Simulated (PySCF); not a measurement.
B2H4, SMILES BB. Atoms are numbered in the order given.

```xyz
6

B      0.0000     0.0000     0.8133
B      0.0000     0.0000    -0.8133
H     -0.7166     0.7166     1.4496
H      0.7166    -0.7166     1.4496
H     -0.7166    -0.7166    -1.4496
H      0.7166     0.7166    -1.4496
```

The structure is a stationary point at B3LYP-D3(BJ)/def2-TZVP.

Calculation: PySCF 2.14.0 with TDDFT-CAM-B3LYP/def2-TZVPD.

Vertical excitations; the highest root listed may be one member of a degenerate set.  State labels are in the subgroup D2.

```
state  symmetry  energy (eV)  λ (nm)      f                                     main pairs
-----  --------  -----------  ------  -----  ---------------------------------------------
S1           B3         5.15     241  0.001                   HOMO→LUMO+1 (degenerate set)
S2           B2         5.15     241  0.001                     HOMO→LUMO (degenerate set)
S3           B1         6.20     200  0.000           HOMO−1→LUMO 49 %, HOMO−2→LUMO+1 49 %
S4            A         6.32     196  0.000           HOMO−1→LUMO+1 49 %, HOMO−2→LUMO 49 %
S5            A         7.51     165  0.000           HOMO−2→LUMO 49 %, HOMO−1→LUMO+1 49 %
S6           B1         7.91     157  0.342           HOMO−2→LUMO+1 48 %, HOMO−1→LUMO 48 %
S7            A         8.27     150  0.000                               HOMO→LUMO+2 96 %
S8           B1         8.84     140  0.190                               HOMO→LUMO+3 96 %
S9           B3         9.44     131  0.126  HOMO−1→LUMO+2, HOMO−2→LUMO+3 (degenerate set)
S10          B2         9.44     131  0.126  HOMO−2→LUMO+2, HOMO−1→LUMO+3 (degenerate set)
T1           B2         4.39     283      0                     HOMO→LUMO (degenerate set)
T2           B3         4.39     283      0                   HOMO→LUMO+1 (degenerate set)
T3           B1         5.52     225      0           HOMO−2→LUMO+1 48 %, HOMO−1→LUMO 48 %
T4            A         5.53     224      0           HOMO−2→LUMO 48 %, HOMO−1→LUMO+1 48 %
```
Triplets are in the Tamm–Dancoff approximation, which puts them higher than full response would, so one can lie above its singlet here.
